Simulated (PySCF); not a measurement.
C2H7ClN2Sn, singlet, at a GFN2-xTB geometry (such geometries of metal compounds can be far from the true shape) (all electrons, no relativity), with bond 8-1 at 2.4 times its length; CASSCF(6,7)/STO-3G in PySCF.

Here is a job for PySCF.
```python
from pyscf import gto, scf, mcscf
import numpy

mol = gto.Mole()
mol.atom = '''
    C     2.88456040   -0.40779447   -0.26587523
    C     1.77537605   -0.55575864   -0.95623864
    Sn   -0.19863721    0.01589381   -0.22873258
    N    -1.04457781    1.80188759   -0.77724274
    N    -1.56682769   -1.34802943   -0.89005088
    Cl   -0.15105011    0.12777130    2.09973325
    H     2.89584754    0.00439409    0.73011328
    H     5.18455912   -1.12709713   -1.22961858
    H     1.77155044   -0.97888350   -1.94871736
    H    -1.08006475    1.92369688   -1.78196911
    H    -0.55226305    2.60424008   -0.40333933
    H    -2.51235007   -0.99135382   -0.81406668
    H    -1.54568109   -2.21708054   -0.36968323
'''
mol.basis = 'sto-3g'
mol.verbose = 4
mol.build()

mf = scf.RHF(mol)
mf.kernel()
mc = mcscf.CASSCF(mf, 7, 6)
mc.fix_spin_(ss=0.0)
mc.kernel()
occ = numpy.linalg.eigvalsh(mc.fcisolver.make_rdm1(mc.ci, mc.ncas, mc.nelecas))[::-1]
ss = mc.fcisolver.spin_square(mc.ci, mc.ncas, mc.nelecas)[0]
print('natural occupations', occ.round(4), ' <S^2>', round(ss, 4))
```

The log (banner, timings and long lists left out):

```
PySCF version 2.14.0

[INPUT] verbose = 4
[INPUT] num. atoms = 13
[INPUT] num. electrons = 100
[INPUT] charge = 0
[INPUT] spin (= nelec alpha-beta = 2S) = 0
[INPUT] symmetry False subgroup None
[INPUT] Mole.unit = angstrom
[INPUT] Symbol           X                Y                Z      unit          X                Y                Z       unit  Magmom
[...]
nuclear repulsion = 728.14581765844
number of shells = 35
number of NR pGTOs = 189
number of NR cGTOs = 63
basis = sto-3g
ecp = {}

******** <class 'pyscf.scf.hf.RHF'> ********
method = RHF
initial guess = minao
damping factor = 0
level_shift factor = 0
DIIS = <class 'pyscf.scf.diis.CDIIS'>
diis_start_cycle = 1
diis_space = 8
diis_damp = 0
SCF conv_tol = 1e-09
SCF conv_tol_grad = None
SCF max_cycles = 50
direct_scf = True
direct_scf_tol = 1e-13
Set gradient conv threshold to 3.16228e-05
Initial guess from minao.
init E= -6587.10332527009
[...]
cycle= 1 E= -6603.65604959422  delta_E= -16.6  |g|= 0.687  |ddm|=  4.6
[...]
cycle= 2 E= -6603.80994543142  delta_E= -0.154  |g|= 0.389  |ddm|= 2.72
[...]
cycle= 3 E= -6603.93669648508  delta_E= -0.127  |g|= 0.165  |ddm|= 1.46
[...]
cycle= 4 E= -6603.95592402103  delta_E= -0.0192  |g|= 0.0701  |ddm|= 0.475
[...]
cycle= 5 E= -6603.95868129794  delta_E= -0.00276  |g|= 0.0315  |ddm|= 0.155
[...]
cycle= 6 E= -6603.95955729495  delta_E= -0.000876  |g|= 0.0131  |ddm|= 0.0924
[...]
cycle= 7 E= -6603.95975310114  delta_E= -0.000196  |g|= 0.00484  |ddm|= 0.0437
[...]
cycle= 8 E= -6603.95977377375  delta_E= -2.07e-05  |g|= 0.00163  |ddm|= 0.0149
[...]
cycle= 9 E= -6603.95977567419  delta_E= -1.9e-06  |g|= 0.000365  |ddm|= 0.00456
[...]
cycle= 10 E= -6603.95977577238  delta_E= -9.82e-08  |g|= 8.36e-05  |ddm|= 0.00107
[...]
cycle= 11 E= -6603.95977577941  delta_E= -7.03e-09  |g|= 2.46e-05  |ddm|= 0.000293
[...]
cycle= 12 E= -6603.95977578026  delta_E= -8.49e-10  |g|= 8.69e-06  |ddm|= 0.000102
[...]
Extra cycle  E= -6603.95977578034  delta_E= -8e-11  |g|= 5.36e-06  |ddm|= 2.54e-05
converged SCF energy = -6603.95977578034

******** <class 'pyscf.mcscf.mc1step.CASSCF'> ********
CAS (3e+3e, 7o), ncore = 47, nvir = 9
max_cycle_macro = 50
max_cycle_micro = 4
conv_tol = 1e-07
conv_tol_grad = None
orbital rotation max_stepsize = 0.02
orbital rotation threshold for CI restart = 0.01
augmented hessian ah_max_cycle = 30
augmented hessian ah_conv_tol = 1e-12
augmented hessian ah_linear dependence = 1e-14
augmented hessian ah_level shift = 1e-08
augmented hessian ah_start_tol = 2.5
augmented hessian ah_start_cycle = 3
augmented hessian ah_grad_trust_region = 3
kf_trust_region = 3
kf_interval = 4
ci_response_space = 4
ci_grad_trust_region = 3
with_dep4 0
natorb = False
canonicalization = True
sorting_mo_energy = False
ao2mo_level = 2
internal_rotation = False
******** <class 'pyscf.fci.addons.SpinPenaltyFCISolver'> ********
max. cycles = 50
conv_tol = 1e-08
davidson only = True
linear dependence = 1e-12
level shift = 0.001
max iter space = 12
nroots = 1
pspace_size = 400
spin = None
CASCI E = -6604.11286105677  S^2 = 0.0000000
Set conv_tol_grad to 0.000316228
macro iter   1 ( 21 JK    4 micro), CASSCF E = -6604.14056806834  dE = -2.77070116e-02  S^2 = 0.0000000
               |grad[o]|=0.095  |grad[c]|=0.0224  |ddm|=0.0569  |maxRot[o]|=0.312
macro iter   2 ( 21 JK    4 micro), CASSCF E = -6604.16411153491  dE = -2.35434666e-02  S^2 = 0.0000000
               |grad[o]|=0.0543  |grad[c]|=0.0206  |ddm|=0.0851  |maxRot[o]|=0.259
macro iter   3 ( 21 JK    4 micro), CASSCF E = -6604.17857682381  dE = -1.44652889e-02  S^2 = 0.0000000
               |grad[o]|=0.044  |grad[c]|=0.0182  |ddm|=0.0774  |maxRot[o]|= 0.28
macro iter   4 ( 21 JK    4 micro), CASSCF E = -6604.18787747126  dE = -9.30064745e-03  S^2 = 0.0000000
               |grad[o]|=0.028  |grad[c]|=0.0183  |ddm|=0.0199  |maxRot[o]|=0.192
macro iter   5 ( 21 JK    4 micro), CASSCF E = -6604.19518182425  dE = -7.30435299e-03  S^2 = 0.0000000
               |grad[o]|=0.0204  |grad[c]|=0.0131  |ddm|= 0.01  |maxRot[o]|=0.175
macro iter   6 ( 21 JK    4 micro), CASSCF E = -6604.19830000307  dE = -3.11817881e-03  S^2 = 0.0000000
               |grad[o]|=0.0123  |grad[c]|=0.00736  |ddm|=0.00556  |maxRot[o]|=0.265
macro iter   7 ( 21 JK    4 micro), CASSCF E = -6604.20009562987  dE = -1.79562680e-03  S^2 = 0.0000000
               |grad[o]|=0.00742  |grad[c]|=0.00861  |ddm|=0.00477  |maxRot[o]|=0.305
macro iter   8 ( 18 JK    4 micro), CASSCF E = -6604.20050530042  dE = -4.09670549e-04  S^2 = 0.0000000
               |grad[o]|=0.004  |grad[c]|=0.00384  |ddm|=0.00233  |maxRot[o]|=0.124
macro iter   9 ( 19 JK    4 micro), CASSCF E = -6604.20058785870  dE = -8.25582765e-05  S^2 = 0.0000000
               |grad[o]|=0.00187  |grad[c]|=0.000953  |ddm|=0.000542  |maxRot[o]|=0.0234
macro iter  10 (  8 JK    2 micro), CASSCF E = -6604.20059109665  dE = -3.23795030e-06  S^2 = 0.0000000
               |grad[o]|=0.000376  |grad[c]|=0.000127  |ddm|=0.000115  |maxRot[o]|=0.00596
macro iter  11 (  3 JK    1 micro), CASSCF E = -6604.20059113178  dE = -3.51355993e-08  S^2 = 0.0000000
               |grad[o]|=3.4e-05  |grad[c]|=0.000111  |ddm|=2.88e-05  |maxRot[o]|=0.000504
1-step CASSCF converged in  11 macro (195 JK  39 micro) steps
CASSCF canonicalization
Density matrix diagonal elements [1.88060379 1.95378302 1.32124964 0.68394283 0.07153982 0.05507553
 0.03380538]
CASSCF energy = -6604.20059113178
CASCI E = -6604.20059113178  E(CI) = -7.29164232090443  S^2 = 0.0000000
natural occupations [1.967  1.8771 1.3124 0.6888 0.1236 0.0288 0.0023]  <S^2> 0.0
```
